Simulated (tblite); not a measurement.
Species: C6H11S (doublet state).
SMILES with atom numbers: `[CH3:1][CH:2][C@H:3]([CH3:4])[C:5]([CH3:6])=[S:7]` (hydrogens: H8, H9, H10 on C1; H11 on C2; H12 on C3; H13, H14, H15 on C4; H16, H17, H18 on C6)
Bond orders are those of one Lewis drawing.

Computed with GFN2-xTB (tblite), gas phase: L-BFGS steps from a force-field or distance-geometry start until the largest atomic force falls under 0.01 eV/Å.

Step 102: E = -587.8942 eV
```
atom  x, y, z in Å  |  force x, y, z in eV/Å
C1     -2.3148   -1.2113   -0.3170   -0.023  -0.005   0.044
C2     -1.2253   -0.2945   -0.6902    0.048   0.056   0.011
C3     -0.0946    0.0313    0.2144   -0.013  -0.027  -0.003
C4     -0.0973    1.5297    0.5842    0.003  -0.023  -0.001
C5      1.2200   -0.3721   -0.4059    0.007   0.028   0.026
C6      2.4840    0.0512    0.2563    0.013   0.000   0.008
S7      1.2471   -1.2477   -1.7765   -0.018  -0.026  -0.037
H8     -3.1965   -0.6622    0.0356   -0.050   0.039   0.002
H9     -2.0112   -1.8826    0.4841    0.009  -0.044  -0.012
H10    -2.6385   -1.7947   -1.1778   -0.002  -0.048  -0.012
H11    -1.2786    0.2174   -1.6341    0.016   0.026  -0.018
H12    -0.1942   -0.5479    1.1432   -0.002   0.017   0.008
H13     0.0789    2.1311   -0.3038   -0.005   0.010  -0.020
H14     0.6657    1.7580    1.3236   -0.004  -0.019   0.001
H15    -1.0673    1.7975    0.9954   -0.003  -0.002  -0.001
H16     3.3198   -0.5187   -0.1422    0.015   0.013   0.004
H17     2.6679    1.1091    0.0632    0.012  -0.001  -0.003
H18     2.4263   -0.0874    1.3356   -0.001   0.005   0.002
```

Step 103: E = -587.8946 eV
```
atom  x, y, z in Å  |  force x, y, z in eV/Å
C1     -2.3066   -1.2272   -0.3247   -0.028   0.055  -0.002
C2     -1.2354   -0.2761   -0.6788   -0.046  -0.001   0.006
C3     -0.1014    0.0428    0.2243   -0.007  -0.014  -0.011
C4     -0.0881    1.5431    0.5858   -0.008  -0.020  -0.005
C5      1.2085   -0.3742   -0.3992    0.001   0.010   0.004
C6      2.4795    0.0430    0.2535    0.005  -0.003   0.002
S7      1.2219   -1.2553   -1.7675   -0.020  -0.007  -0.006
H8     -3.2139   -0.7041    0.0118    0.043  -0.005  -0.028
H9     -1.9954   -1.8911    0.4804   -0.002  -0.021  -0.030
H10    -2.5993   -1.8213   -1.1929    0.030   0.005   0.047
H11    -1.2982    0.2548   -1.6135    0.007  -0.009   0.028
H12    -0.2031   -0.5319    1.1558   -0.005   0.019   0.001
H13     0.0976    2.1381   -0.3052   -0.010   0.000  -0.004
H14     0.6759    1.7658    1.3259   -0.004  -0.016   0.001
H15    -1.0561    1.8255    0.9936    0.015  -0.012  -0.010
H16     3.3085   -0.5345   -0.1480    0.018   0.012   0.004
H17     2.6687    1.0987    0.0533    0.014  -0.001   0.001
H18     2.4284   -0.0899    1.3337   -0.005   0.007   0.001
```

Problem. Estimate the geometry and energy of step 104. (The exact step hangs on the optimiser's Hessian estimate; all steps are aligned on step 103, rigid shifts and turns removed.)

Solution. E = -587.8948 eV, largest force 0.028 eV/Å
```
atom  x, y, z in Å  |  force x, y, z in eV/Å
C1     -2.3111   -1.2185   -0.3199   -0.006   0.018   0.005
C2     -1.2304   -0.2837   -0.6840   -0.014   0.009   0.004
C3     -0.0977    0.0367    0.2193    0.000  -0.006  -0.003
C4     -0.0938    1.5360    0.5847    0.001  -0.004  -0.005
C5      1.2147   -0.3729   -0.4029    0.001  -0.002  -0.002
C6      2.4827    0.0463    0.2547    0.001   0.000  -0.001
S7      1.2334   -1.2519   -1.7728   -0.015   0.000   0.000
H8     -3.2064   -0.6831    0.0238    0.003   0.013  -0.007
H9     -2.0014   -1.8874    0.4818   -0.007  -0.013  -0.024
H10    -2.6187   -1.8086   -1.1843    0.016  -0.013   0.017
H11    -1.2859    0.2384   -1.6236    0.001  -0.002   0.015
H12    -0.1974   -0.5384    1.1504   -0.007   0.007   0.002
H13     0.0880    2.1350   -0.3044   -0.005  -0.003  -0.002
H14     0.6675    1.7617    1.3266    0.000  -0.014  -0.002
H15    -1.0639    1.8104    0.9922    0.006  -0.009  -0.006
H16     3.3151   -0.5280   -0.1448    0.012   0.014   0.004
H17     2.6692    1.1030    0.0570    0.015  -0.002   0.003
H18     2.4276   -0.0889    1.3344   -0.002   0.007   0.001
```

The energy changes by -0.0002 eV. The first-order estimate −F·Δx gives -0.0004 eV and the mean of the old and new forces, exact on a quadratic surface, -0.0002 eV. The step makes an angle of 87° with the force vector and moves no atom by more than 0.025 Å.

What follows is the cost of the whole relaxation. On an Arm Neoverse V2 with one thread (shared host), this took 0.61 s.
